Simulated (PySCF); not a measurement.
# From computed data to an observable: chemical shift, span and skew from a shielding tensor

formate (CHO₂), SMILES [O-]C=O, charge -1. Atoms are numbered in the order given.

```xyz
4

O      0.0000     1.1310    -0.2084
C      0.0000     0.0000     0.3136
O      0.0000    -1.1310    -0.2084
H      0.0000     0.0000     1.4521
```
Charge -1, spin multiplicity 1.

Geometry optimised at PBE0-D3(BJ)/def2-TZVPD.

GIAO shieldings from PBE/pcSseg-2 (PySCF), non-relativistic, no solvent. The symmetric part of the tensor of C2 has the principal values -81.4, 49.9, 77.6 ppm. The same nucleus in TMS has σ = 181.4 ppm at this level (PySCF, at its B3LYP-D3(BJ)/def2-TZVP geometry).

Question: Work out the isotropic shielding, the ¹³C shift against TMS, the span and the skew.

Answer: 
σ(iso) = (σ11 + σ22 + σ33)/3 = 15.4 ppm. δ = σ(ref) − σ(iso) = 181.4 − (15.4) = 166.0 ppm.
Span Ω = σ33 − σ11 = 159.0 ppm. Skew κ = 3(σ(iso) − σ22)/Ω = -0.65. Tumbling in solution averages the tensor to δ; in a static solid the shielding alone would spread this spin-1/2 line over Ω.
